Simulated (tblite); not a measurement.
Species: H₅P₃Si.
InChI=1S/H5P3Si/c4-3-1-2-3/h1-2H,4H3

Method: GFN2-xTB as coded in tblite; computed harmonic values from a numerical Hessian at the method's own geometry, unscaled. This tight-binding method is rough: wavenumbers can miss measured ones by several per cent, in bad cases by 10 to 20. Modes of hydrogen on phosphorus and silicon can be 10 to 20 % off.

Harmonic wavenumbers (cm⁻¹): 76.2, 122.1, 141.4, 393.1, 407.7, 455.5, 490.1, 515.8, 567.3, 602.6, 693.2, 731.7, 737.3, 764.4, 767.7, 857.2, 2190.9, 2208.2, 2229.2, 2237.4, 2282.7.

A = 4161, B = 1842, C = 1636 MHz; mass 125.937 u (most abundant isotopes); point group C1, symmetry number 1.

Task: What is the zero-point energy?

Result: Half the sum of the wavenumbers: 9736 cm⁻¹ = 116.47 kJ/mol.

Task: Entropy at 350 K, 1 bar (ideal gas, RRHO, classical rotation)?

Result: Translation 172.50, rotation 117.65, vibration 81.80: S = 371.9 J/(mol K).

Task: And Cp and H(350 K) − H(0)?

Result: Cp = 123.50 J/(mol K), of which vibrations give 90.25 (their classical limit is 21 R = 174.6); H(350 K) − H(0) = 27.48 kJ/mol without the zero-point energy, 15.84 from vibrations.

Task: What must be added to the electronic energy to get the Gibbs energy at 350 K and 1 bar?

Result: ZPE + [H(350 K) − H(0)] − T·S = 116.47 + 27.48 − 130.18 = 13.77 kJ/mol.

Task: Which modes carry the vibrational entropy at 350 K?

Result: 76.2 cm⁻¹: 18.00; 122.1 cm⁻¹: 14.13; 141.4 cm⁻¹: 12.94; 393.1 cm⁻¹: 5.17; 407.7 cm⁻¹: 4.93; 455.5 cm⁻¹: 4.22 J/(mol K); the other 15 give 22.41 together.

Task: How do the functions run with temperature in this model?

Result: 
| T (K) | S (J/(mol K)) | Cp (J/(mol K)) | H − H(0) (kJ/mol) | G − H(0) (kJ/mol) | ln q(vib) |
| --- | --- | --- | --- | --- | --- |
| 150 | 290.8 | 70.4 | 7.55 | -36.07 | 1.41 |
| 250 | 334.1 | 101.2 | 16.16 | -67.36 | 2.86 |
| 298.15 | 353.0 | 113.1 | 21.33 | -83.91 | 3.59 |
| 400 | 389.0 | 131.6 | 33.86 | -121.73 | 5.17 |
| 600 | 446.9 | 153.7 | 62.59 | -205.57 | 8.15 |
| 900 | 513.3 | 173.4 | 111.93 | -350.08 | 12.11 |

q(vib) and H(0) count from the zero-point level.

Task: Blend soft modes into free rotors: weight 1/[1 + (100 cm⁻¹/ν̃)⁴] for the oscillator and the rest for a rotor with moment μB/(μ + B), μ = h/(8π²ν), B = 10⁻⁴⁴ kg m². What vibrational entropy results?

Result: 77.57 J/(mol K) in place of 81.80, which changes −T·S at 350 K by +1.48 kJ/mol.

Hindered rotation and anharmonicity are outside this model. The structure is chiral; the term R ln 2 for an equal mix with its mirror image is left out.

Hardware: one thread, Arm Neoverse V2 (aarch64), on a shared host. Cost: 0.2 s wall. The figure is for the frequency step alone.
